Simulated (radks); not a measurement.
Coherent X-ray form factor from a spherical all-electron density. Method: Dirac Kohn-Sham, BLYP, spin-unpolarised, spherical densities, finite nucleus; Fermi nuclear charge, rms radius of each element as measured or else 0.836 A^(1/3) + 0.57 fm; computed with a radial shooting solver on a logarithmic mesh with Libxc functionals.

| sin(theta)/lambda (1/angstrom) | f0 (electrons) |
|---|---|
| 0.05 | 75.059 |
| 0.1 | 72.528 |
| 0.15 | 69.054 |
| 0.2 | 65.231 |
| 0.25 | 61.418 |
| 0.3 | 57.784 |
| 0.4 | 51.245 |
| 0.5 | 45.680 |
| 0.6 | 40.943 |
| 0.8 | 33.273 |
| 1 | 27.329 |
| 1.25 | 21.902 |
| 1.5 | 18.346 |
| 2 | 14.420 |

The species is in the configuration that NIST lists as its ground one. Which atom or ion scatters so?

Answer. The iridium ion Ir+, [Xe] 4f14 5d7 6s1. Extrapolating in s^2 from the first two rows gives f0(0) = 75.9, near the electron count 76; among species with that count, the fall with angle is slower the higher Z, and the table is that of Z = 77; from so few rows the species is fixed only to a neighbour or two.
